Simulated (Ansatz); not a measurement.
Saddle point of Si2H7Br, closed shell (Si₂H₆ ([SiH3][SiH3]) + HBr → Si₂H₅Br ([SiH3][SiH2][Br]) + H₂; bonds formed: Si1–Br7, H2–H6; bonds broken: Si1–H2, H6–Br7), PBE0-D4/def2-TZVP structure:

Si1  (-0.649, -0.566, -0.348)
H2  (0.239, -1.090, -1.744)
H3  (-0.615, -2.057, -0.153)
H4  (-2.036, -0.266, -0.749)
Si5  (0.511, 0.479, 1.381)
H6  (0.261, -0.237, -1.880)
Br7  (0.027, 1.717, -1.695)
H8  (0.434, -0.370, 2.604)
H9  (-0.098, 1.803, 1.632)
H10  (1.926, 0.588, 0.952)
(Å)

Energies are electronic, without zero-point energy. Barriers and step energies count from the start structure reached by relaxing down the imaginary mode; all methods use the PBE0-D4 structures, on which another method's saddle can fall below an end. Program: Ansatz 0.2.0. Basis: def2-TZVPP, with def2-QZVPP for the basis limit. Cores are frozen in the correlated methods. Filled d shells of the heavier atoms are correlated. The def2 sets are not built for correlating such inner shells, so the correlated values are less sure here. B3LYP uses VWN-RPA correlation. Extrapolation: Hartree–Fock as exp(−7.88 √X), correlation as X^−2.97.

| method | barrier (eV) | step energy (eV) |
| --- | --- | --- |
| SPW92 | 0.986 | -0.560 |
| PBE-D4 | 1.187 | -0.668 |
| BLYP-D4 | 1.343 | -0.658 |
| r2SCAN-D4 | ? | -0.709 |
| B97M-V | 1.511 | -0.613 |
| PBE0-D4 | 1.311 | -0.677 |
| B3LYP-D4 | 1.433 | -0.660 |
| r2SCAN0-D4 | 1.360 | -0.709 |
| BHLYP-D4 | 1.556 | -0.677 |
| CAM-B3LYP-D4 | 1.548 | -0.613 |
| wB97X-V | 1.534 | -0.664 |
| wB97M-V | 1.449 | -0.686 |
| B2PLYP | 1.525 | -0.669 |
| PBE-QIDH | 1.432 | -0.707 |
| RPA on PBE | 1.675 | -0.595 |
| HF | ? | -0.651 |
| MP2 | ? | -0.739 |
| CCSD | 1.694 | -0.612 |
| CCSD(T) | 1.610 | -0.631 |

**Question.** Fill in the withheld barriers. (Judge from chemistry; the value comes from the calculation.)

**Answer.** Computed: r2SCAN-D4 1.284; HF 1.986; MP2 1.501 eV. Each is the energy of the saddle less that of the start structure, by the same method.

For comparison, the barrier by CCSD(T) at an estimated basis limit (MP2 extrapolated from triple and quadruple zeta, plus CCSD(T) − MP2 in triple zeta) is 1.475 eV.

T1 diagnostic: at most 0.012.

Labels in which every atom is bracketed show which atoms are joined, not bond orders.

For scale, one of the runs: CCSD(T)/def2-TZVPP, 230 basis functions, launched by `ansatz run in.yaml --threads 4 --pin off --events-out ev --progress --plain --max-ram 9574MiB`. The run took 81 s on 4 CPU threads of an Arm Neoverse V2 (shared host), with 3.6 GiB of host memory at its peak.
